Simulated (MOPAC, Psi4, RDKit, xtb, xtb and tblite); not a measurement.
Two geometries of SMILES c1(Sc2ncccc2)sccc1, relaxed at GFN2-xTB with one dihedral held; other torsions can differ between them too.

Structure A

```
19

C     -3.2323    -0.0556    -0.5169
C     -2.8883    -0.9431    -1.5271
C     -1.5970    -1.4326    -1.5913
C     -0.6983    -1.0058    -0.6181
S      0.9933    -1.5232    -0.5488
C      1.1110    -2.6255    -1.9180
C      1.6681    -2.3594    -3.1319
C      1.6602    -3.4785    -3.9912
C      1.1069    -4.5766    -3.4149
S      0.5887    -4.2830    -1.8044
N     -1.0152    -0.1541     0.3414
C     -2.2499     0.3079     0.3907
H     -4.2311     0.3430    -0.4402
H     -3.6179    -1.2511    -2.2622
H     -1.2983    -2.1159    -2.3702
H      2.0605    -1.3942    -3.3947
H      2.0469    -3.4614    -4.9940
H      0.9683    -5.5510    -3.8396
H     -2.4512     1.0005     1.1971
```

Structure B

```
19

C     -3.2428    -0.1704    -0.4732
C     -2.9244    -1.1755    -1.3756
C     -1.5952    -1.5039    -1.5734
C     -0.6458    -0.8033    -0.8393
S      1.0903    -1.1908    -1.0235
C      1.0559    -2.8783    -0.5433
C      1.9744    -3.8234    -0.8909
C      1.7193    -5.0734    -0.2858
C      0.6193    -5.0614     0.5066
S     -0.1326    -3.5118     0.5570
N     -0.9368     0.1504     0.0192
C     -2.2078     0.4647     0.1951
H     -4.2681     0.1128    -0.2950
H     -3.6993    -1.6925    -1.9225
H     -1.2961    -2.2739    -2.2673
H      2.7934    -3.6257    -1.5571
H      2.3280    -5.9448    -0.4469
H      0.1878    -5.8650     1.0687
H     -2.3943     1.2556     0.9091
```

Q: Which is lower in energy at the level PBE0-D3(BJ)/def2-SVP // GFN2-xTB in Psi4, and by how much?

A: A is lower, by 19.41 kJ/mol (dihedral N11–C4–S5–C6: 180° in A, 120° in B).

E(B) − E(A) in kJ/mol at the other levels, on the same two geometries: GFN2-xTB (xtb and tblite) 3.11; MMFF94 // GFN2-xTB (RDKit) -1.15; PBE0/def2-SVP // GFN2-xTB (Psi4) 20.56; PBE/def2-SVP // GFN2-xTB (Psi4) 20.98; PBE-D3(BJ)/def2-SVP // GFN2-xTB (Psi4) 19.88; UFF // GFN2-xTB (RDKit) -11.86; PM3, restricted, heats of formation // GFN2-xTB (MOPAC) 17.81; PM7, restricted, heats of formation // GFN2-xTB (MOPAC) 8.77; GFN1-xTB // GFN2-xTB (xtb) 7.76.
